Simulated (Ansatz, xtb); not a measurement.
**Relative energy of two isomers of C2H6Ca**

Structure a is `[CH3][Ca][CH3]`, a singlet and structure b is `C[CH2][CaH]`, a singlet. Both are isolated molecules in the gas phase, relaxed with B3LYP-D3(BJ)/6-311G**.

Quicker runs give these differences E(b) − E(a): GFN2-xTB −112.2 kJ/mol; HF/STO-3G +13.9 kJ/mol (at GFN2-xTB geometries); r2SCAN-D4/def2-SVP +45.6 kJ/mol (at GFN2-xTB geometries).

Problem. Estimate which is lower in electronic energy at CCSD(T)/def2-TZVP, and by roughly how much.

Solution. The CCSD(T)/def2-TZVP calculation puts structure a lower, by 51.0 kJ/mol.

Level by level:

| level | geometry | E(b) − E(a) (kJ/mol) | departure from the last row (kJ/mol) | job, with rough time for the two |
| --- | --- | --- | --- | --- |
| GFN2-xTB | GFN2-xTB | −112.2 | −163.2 | optimisation, 0.36 s |
| HF/STO-3G | GFN2-xTB | +13.9 | −37.0 | single point, 0.28 s |
| r2SCAN-D4/def2-SVP | GFN2-xTB | +45.6 | −5.4 | single point, 3.4 s |
| B3LYP-D3(BJ)/6-311G** | B3LYP-D3(BJ)/6-311G** | +43.0 | −8.0 | optimisation, 31 s |
| HF/def2-TZVP | B3LYP-D3(BJ)/6-311G** | +31.1 | −19.9 | part of the CCSD(T) run |
| MP2/def2-TZVP | B3LYP-D3(BJ)/6-311G** | +54.0 | +3.0 | part of the CCSD(T) run |
| CCSD(T)/def2-TZVP | B3LYP-D3(BJ)/6-311G** | +51.0 |  | single point, 44 s |

As drawn, b has 1 C–C, 1 Ca–H in place of 1 C–Ca, 1 C–H.

GFN2-xTB puts the two in the other order. The largest departure from CCSD(T)/def2-TZVP is that of GFN2-xTB, 163.2 kJ/mol. A small imaginary or near-zero mode remains, so no thermal terms are given.

The correlated steps freeze 7 core orbitals; the last core shell of Ca is correlated, in a basis made for valence electrons. Programs: Ansatz 0.2.0, xtb 6.7.1; the last row on 2 threads of Arm Neoverse V1 on a shared host.
